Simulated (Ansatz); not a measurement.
`C=C/C(F)=C\F` + `O[Si](Cl)(Cl)Cl` → `C=CO[Si](Cl)(Cl)Cl` + `F/C=C/F`  (substitution at a C–C bond)

Program: Ansatz. Geometries: PBE0-D4/def2-TZVP. ΔE: electronic, gas phase. CCSD(T)/CBS is the MP2 limit (def2-TZVPP, def2-QZVPP) plus CCSD(T) − MP2 in def2-TZVPP, frozen cores. Double bonds are as drawn, so ΔE can hold a change between cis and trans. Functionals use def2-TZVPP. B3LYP here is the variant with VWN-RPA as its local correlation; programs differ in this. Each species was taken in one conformer, which may not be the lowest.

| level | ΔE (kJ/mol) | difference from CCSD(T)/CBS |
| --- | --- | --- |
| PBE-D4 | 71.9 | -0.4 |
| r2SCAN-D4 | 76.7 | 4.4 |
| PBE0-D4 | 72.3 | 0.0 |
| ωB97X-V | 65.1 | -7.2 |
| ωB97M-V | 67.1 | -5.2 |
| B2PLYP | 73.0 | 0.7 |
| PBE | 76.1 | 3.8 |
| r2SCAN | 78.2 | 5.9 |
| B3LYP | 73.0 | 0.7 |
| HF/def2-TZVPP | 67.1 | -5.2 |
| MP2/def2-TZVPP | 75.6 | 3.3 |
| SCS-MP2/def2-TZVPP | 71.3 | -1.0 |
| CCSD/def2-TZVPP | 69.8 | -2.5 |
| HF/def2-QZVPP | 66.5 | -5.8 |
| MP2/def2-QZVPP | 76.3 | 4.0 |
| SCS-MP2/def2-QZVPP | 72.1 | -0.2 |
| CCSD(T)/CBS | 72.3 | 0 |

Largest T1 diagnostic among the species: 0.012.

The D4 term adds −6.5 kJ/mol with B3LYP and −4.0 kJ/mol with PBE0; it sums over pairs of atoms, weighted by their polarisabilities, and B3LYP, whose exchange is more repulsive, gets the larger term. In def2-TZVPP, CCSD(T) changes the Hartree–Fock value by +3.7 kJ/mol (the triples alone add +1.0 kJ/mol) and MP2 by +8.5 kJ/mol.
